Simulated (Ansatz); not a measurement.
The cluster H₂Au₂. Total charge 0; quintet. Geometry r2SCAN-D4/def2-TZVP; atoms count from 1.

Cartesian coordinates in Å:
```
Au -0.3233 1.0200 -0.3122
Au 1.9409 -0.7501 -0.2643
H 0.1924 -0.7330 0.2360
H -1.8100 0.4631 0.3406
```

In the def2 sets Au takes a core potential; there is no spin–orbit coupling. At PBE0-D4/def2-TZVP a singlet of charge 0 lies 6.44 eV below the quintet, each at its own geometry. The structure comes from a short search, and lower isomers may exist.

Question: Estimate the Mulliken populations from the PBE0/def2-TZVP orbitals of Ansatz.

Answer: 
```
atom  charge (e)  spin (α − β)  d electrons
 Au1        0.10          1.26         9.50
 Au2        0.26          1.64         9.39
  H3       -0.23          0.50            –
  H4       -0.12          0.60            –
```
Mulliken values and Mayer orders depend strongly on the basis.

Question: Where does the spin sit?

Answer: Summed by element: Au 2.90, H 1.10, of 4 unpaired in all. Largest on single atoms: Au2 1.64, Au1 1.26, H4 0.60.

Question: And the Mayer bond orders between bonded heavy atoms (over 0.3)?

Answer: Au1–Au2 0.36 (2.87 Å).
